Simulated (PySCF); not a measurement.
Sn(nBu)(Cl)3 (C4H9Cl3Sn), SMILES CCC[CH2][Sn]([Cl])([Cl])[Cl].

Coordinates come from a B3LYP-D3(BJ)/def2-SVP optimisation. The isomer is the one that the SMILES or the coordinates give; other isomers of the formula were not compared. The def2 effective core potentials stand for the cores of Sn; spin–orbit coupling is left out. One conformer was computed; it need not be the lowest.

These are IEF-PCM-ωB97X/def2-SVP (PySCF) values and carry that method's errors.

The values are the electrostatic part of the solvation free energy, E(continuum) − E(gas) at the gas-phase geometry, in a cavity of scaled van der Waals radii (PySCF's table); cavitation and dispersion terms are not included. A continuum can't describe solvent molecules that bind to the metal. In vacuum the orbital gap is 10.69 eV. The dipole moment in vacuum is 4.15 D.

Computed values in water (ε = 78.36), acetone (ε = 20.49), n-hexane (ε = 1.88):
| solvent | ε | ΔG(elec) (kcal/mol) | dipole (D) | gap (eV) |
|---|---|---|---|---|
| water | 78.36 | -5.3 | 5.37 | 10.52 |
| acetone | 20.49 | -5.0 | 5.29 | 10.53 |
| n-hexane | 1.88 | -1.9 | 4.57 | 10.63 |
